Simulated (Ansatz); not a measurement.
`Cl[Si](Cl)[SeH]` radical. Charge 0, multiplicity 2.

Cartesian coordinates in Å:
```
Cl 1.714 -0.139 -1.235
Si 0.412 -0.536 0.308
Cl -0.471 -2.361 -0.004
Se -1.300 0.957 0.411
H -0.354 2.078 0.520
```

Task: What are the harmonic wavenumbers in cm⁻¹ at PBE0-D4/def2-TZVP (Ansatz, finite differences of forces, unscaled)? (Best estimate.)

Result: The calculation gave: 113, 133, 194, 211, 381, 531, 561, 667, 2437.

Task: Is this a minimum?

Result: Yes, all 9 modes are real.

Task: Give the ideal-gas thermochemistry at 298.15 K and 1 bar (rigid rotor, harmonic oscillator; point group C1, symmetry number 1).

Result: Zero-point energy 31.3 kJ/mol; H(298) − E = 50.0 kJ/mol; entropy 355.0 J/(mol·K), of which translation 173.5, rotation 122.0, vibration 53.7, electronic 5.8; G(298) − E = -55.9 kJ/mol.
